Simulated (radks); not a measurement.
Task: Coulomb parameter of the 4f shell of the dysprosium ion Dy3+ in the model configuration [Xe] 4f8 5d1, as a second difference U = [E(n + 0.25) + E(n - 0.25) - 2 E(n)] / (0.25)^2 with all orbitals relaxed. "Bare": the charge of the atom changes with n. "Screened": the 5d shell takes up the change at fixed total charge, which measures U(4f,4f) + U(5d,5d) - 2 U(4f,5d). Method: scalar-relativistic Kohn-Sham, PBEsol, spin-unpolarised, spherical densities, finite nucleus; Fermi nuclear charge, rms radius 5.2218 fm; computed with a radial shooting solver on a logarithmic mesh with Libxc functionals. Estimate both.

Result: U(bare) = 20.093 eV, U(screened by 5d) = 5.747 eV, against the Slater integral F0(4f,4f) = 32.847 eV with frozen orbitals.
